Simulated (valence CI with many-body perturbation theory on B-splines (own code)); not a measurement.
**Cs²⁴⁺: input, log and results**

Computed by configuration interaction combined with many-body perturbation theory (CI+MBPT): three valence electrons over a frozen Dirac-Fock core [Ar] 3d10, radial functions for each j: 6 s, 6 p, 5 d, 3 f, 1 g, with the one-electron correlation potential Σ1 (screened to all orders), the two-electron term Σ2, the three-electron term Σ3, Breit, model QED; selected single and double excitations, second order for the rest, scaled by the run's own slope (own B-spline code, finite nucleus).

Command, and the settings that its task file holds:

```sh
python run_cv.py task.json out
```

```
atom Cs  Z=55  mass_number=133  rms_radius_fm=4.8041
core [Ar] 3d10
valence 4s2 4p1
avg = 1
basis = S
breit = 1
cap = 10000
capref = 1200
cscale = 1
de = 0.0
dress = 0
eps = 2e-08
extrap = 1
h = 0.27
hh = 1
l2 = 3
lcore = 6
maxit = 60
n2 = 5
natural = 1
nlev = 20
nno = [3, 3, 3, 2, 1]
nroot = 26
nsp = [3, 3, 2, 1, 0]
pt2 = 1
qed = 1
rpa = 0
s1 = 1
s2 = 1
s3 = 1
screen = 1
tol = 2e-05
whole = 1
```

It took 20 s on 1 thread of Arm Neoverse V2, with other jobs on the host.

Log. The first blocks belong to the next ion, which gives the ionisation energy. Fields: 2J, parity (1 odd), roots, reference size, generating configurations, candidates as configurations/state functions, variational space P, stored matrix elements, Davidson steps; e2 is the range of second-order energies in hartree. The first line gives the box (bohr), its intervals, the orbitals and the steps of their self-consistent field. Window is the range of levels sought, series limit the energy at which the first omitted orbital would enter, core excitation an estimate of the first excitation out of the core, left out the lowest levels not solved, and shifts from estimates the range by which levels moved from their first estimate, all in cm⁻¹.

```
rmax 4.6 intervals 59 orbitals 36 references ['4s2 4p', '4s 4p2', '4s2 4d', '4p3', '4s 4p 4d'] scf 4 t 0.8
2J=0 par=0 roots 2 ref 15 generators 4 cand 90/90 P 105/105 nnz 0 it 0
2J=0 par=0 roots 2 ref 15 generators 7 cand 0/0 P 105/105 nnz 0 it 0
   second order: generators 8 cand 2/2 e2 -0.00000 -0.00000
reference levels 438, estimated 50, window 1327598 1/cm; series limit 3461196, core excitation 5308274
2J=1 par=1 roots 4 ref 33 generators 10 cand 22/28 P 954/1390 nnz 0 it 3
2J=1 par=1 roots 4 ref 33 generators 14 cand 168/276 P 1122/1666 nnz 0 it 4
   second order: generators 20 cand 543/827 e2 -0.00000 -0.00000
2J=3 par=1 roots 7 ref 53 generators 16 cand 43/83 P 1108/2213 nnz 0 it 5
2J=3 par=1 roots 7 ref 53 generators 19 cand 183/439 P 1291/2652 nnz 1.1e+06 it 6
   second order: generators 30 cand 1033/2296 e2 -0.00001 -0.00000
2J=1 par=0 roots 4 ref 35 generators 11 cand 152/227 P 884/1295 nnz 0 it 0
2J=1 par=0 roots 4 ref 35 generators 16 cand 186/271 P 1070/1566 nnz 0 it 4
   second order: generators 19 cand 459/724 e2 -0.00001 -0.00000
2J=3 par=0 roots 5 ref 55 generators 13 cand 95/194 P 1061/2141 nnz 0 it 4
2J=3 par=0 roots 5 ref 55 generators 19 cand 199/402 P 1260/2543 nnz 1e+06 it 4
   second order: generators 23 cand 751/1745 e2 -0.00001 -0.00000
2J=5 par=0 roots 4 ref 57 generators 12 cand 128/286 P 1049/2219 nnz 0 it 4
2J=5 par=0 roots 4 ref 57 generators 17 cand 185/439 P 1234/2658 nnz 1.1e+06 it 4
   second order: generators 23 cand 817/2216 e2 -0.00001 -0.00000
2J=5 par=1 roots 5 ref 49 generators 10 cand 97/263 P 1244/2773 nnz 1.2e+06 it 3
2J=5 par=1 roots 5 ref 49 generators 18 cand 125/348 P 1369/3121 nnz 1.5e+06 it 4
   second order: generators 26 cand 672/1729 e2 -0.00000 -0.00000
2J=7 par=1 roots 2 ref 36 generators 4 cand 24/46 P 986/2118 nnz 0 it 3
2J=7 par=1 roots 2 ref 36 generators 15 cand 168/456 P 1154/2574 nnz 1.1e+06 it 3
   second order: generators 17 cand 531/1440 e2 -0.00000 -0.00000
2J=9 par=1 roots 1 ref 19 generators 1 cand 165/323 P 471/896 nnz 0 it 0
2J=9 par=1 roots 1 ref 19 generators 4 cand 178/381 P 649/1277 nnz 0 it 0
   second order: generators 8 cand 714/1739 e2 -0.00000 -0.00000
left out: unestimated 1927372, estimated 1447053, shifts from estimates -1 to 0
operators 0.0
```

The Davidson iterations converged.

No measured spectrum was set against this ion. As an estimate, levels hold to about 250 cm⁻¹ or 0.2 % of their energy and the worst to 1 %, as in measured heavy ions of charge 2 to 7; those with d or f electrons hold less well.

- Valence energy: -95.04557 hartree
- Ionisation energy: 791.94 eV (NIST: 791 ± 4 eV (theoretical))
- Reference configurations for the orbitals: 4s2 4p, 4s 4p2, 4s2 4d, 4p3, 4s 4p 4d
- Radial orbitals: 36
- Box radius: 4.584 bohr
- Largest variational space: 3121
- Lowest levels: (4s^2 4p1/2) J=1/2 0, (4s^2 4p3/2) J=3/2 155020, (4s 4p1/2^2) J=1/2 416410, (4s 4p1/2 4p3/2) J=3/2 [a] 521700, (4s 4p1/2 4p3/2) J=5/2 558320, (4s 4p1/2 4p3/2) J=3/2 [b] 618260, (4s 4p1/2 4p3/2) J=1/2 648810, (4s 4p3/2^2) J=5/2 704700, (4s 4p3/2^2) J=1/2 804020, (4s 4p3/2^2) J=3/2 810890, (4s^2 4d3/2) J=3/2 924800, (4s^2 4d5/2) J=5/2 952320, (4p1/2^2 4p3/2) J=3/2 1058900, (4p1/2 4p3/2^2) J=3/2 1178200 cm⁻¹

Levels are named by their leading jj configuration (3d3/2^4 stands for four electrons in 3d with j = 3/2), which in mixed levels can hold well under half, so a name can repeat and another be missing. Letters in brackets count levels of one name in rising energy.
